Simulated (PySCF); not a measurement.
Geometries of 2 isomers of CH5BO2S, from PBE0-D3(BJ)/def2-SVP geometry optimisation, gas phase in PySCF 2.14.0. One conformer each, no zero-point energy, no frequencies.

Question: Which isomer lies lower at this level?
A.
```xyz
10
angstrom
C     -1.814   -0.209   -0.063
S     -0.301   -1.173   -0.323
B      1.010    0.039    0.112
O      0.754    1.320    0.479
O      2.309   -0.349    0.071
H     -1.895    0.144    0.976
H     -2.663   -0.876   -0.259
H     -1.880    0.639   -0.761
H     -0.178    1.549    0.483
H      2.433   -1.266   -0.187
```
B.
```xyz
10
angstrom
O     -0.555    1.133   -1.050
B     -0.603    0.087   -0.172
O     -1.569   -0.874   -0.177
C      0.554   -0.018    0.890
S      2.049   -0.618    0.021
H     -1.242    1.143   -1.722
H     -2.214   -0.807   -0.888
H      0.773    0.928    1.408
H      0.331   -0.784    1.645
H      2.114    0.393   -0.872
```

Answer: A. That is `CSB(O)O`, 13.9 kcal/mol below the other.

| SMILES | atoms numbered as above | E (Eh) | relative (kcal/mol) | relative (kJ/mol) | dipole (D) |
| --- | --- | --- | --- | --- | --- |
| CSB(O)O | [CH3:1][S:2][B:3]([OH:4])[OH:5] | -614.07717 | 0.0 | 0.0 | 2.44 |
| OB(O)CS | [OH:1][B:2]([OH:3])[CH2:4][SH:5] | -614.05501 | 13.9 | 58.2 | 3.60 |

As drawn, the higher has an S–H bond, which the lower lacks.
